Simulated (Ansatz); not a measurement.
The same path of C₂H₉BOSi (14 atoms, charge 0, multiplicity 1) was run twice with different band settings. Lost on the way: C1–H8. Made: C1–B3, O2–H8.

Theory: RKS PBE0/6-31G* in Ansatz.

Relaxed end points:

```xyz
14
Properties=species:S:1:pos:R:3
C -1.753 0.015 1.929
O -1.223 -0.290 0.657
B 0.095 -0.518 0.465
C 0.611 -0.800 -0.982
Si 1.323 0.774 -1.744
H -0.972 0.035 2.698
H -2.243 0.994 1.885
H -2.502 -0.738 2.193
H 0.844 -0.460 1.412
H 1.425 -1.537 -0.972
H -0.189 -1.161 -1.639
H 0.272 1.823 -1.876
H 2.418 1.327 -0.896
H 1.883 0.508 -3.101
```

```xyz
14
Properties=species:S:1:pos:R:3
C -1.162 0.351 1.451
O -1.177 -1.130 1.653
B 0.141 -0.264 0.861
C 0.257 -0.603 -0.679
Si 1.209 0.765 -1.559
H -1.195 0.810 2.437
H -1.999 0.670 0.826
H -1.700 -1.524 0.939
H 1.097 -0.359 1.578
H 0.805 -1.538 -0.854
H -0.716 -0.682 -1.188
H 0.479 2.064 -1.463
H 2.562 0.954 -0.963
H 1.386 0.457 -3.009
```

Common settings: spring 5.0 eV/Å²; optimiser quadratic models (default); start path through a guess of the saddle point; force threshold 0.05 eV/Å; iteration limit 60; end points relaxed.

| run | movable images | climbing image |
| --- | --- | --- |
| 1 | 7 | yes |
| 2 | 3 | no |

Task: What does each run give, and how far can it be trusted?

Result: Run 1: converged after 18 iterations, highest image 3.930 eV above the first end. Neighbouring images differ by up to 2.8 eV, so the band resolves the path poorly. A vibrational analysis at the climbing image gives one clearly imaginary mode, 1479i cm⁻¹: a first-order saddle point.
Run 2: converged after 20 iterations, highest image 1.948 eV above the first end. The profile has 2 maxima (images 1, 3) with wells between them (image 2): this band takes more than one step, which may be the mechanism or a detour left from its start path. Neighbouring images differ by up to 1.9 eV, so the band resolves the path poorly. No image climbed, so the highest image needn't sit at the top of the path. A band with more images between the same ends climbed to 3.93 eV, so this one has probably stepped over the top. So few images can step over the top or miss a turn of the path.
The orbitals stay closed-shell, which can raise the energy where a bond breaks towards radicals; this wasn't checked here.
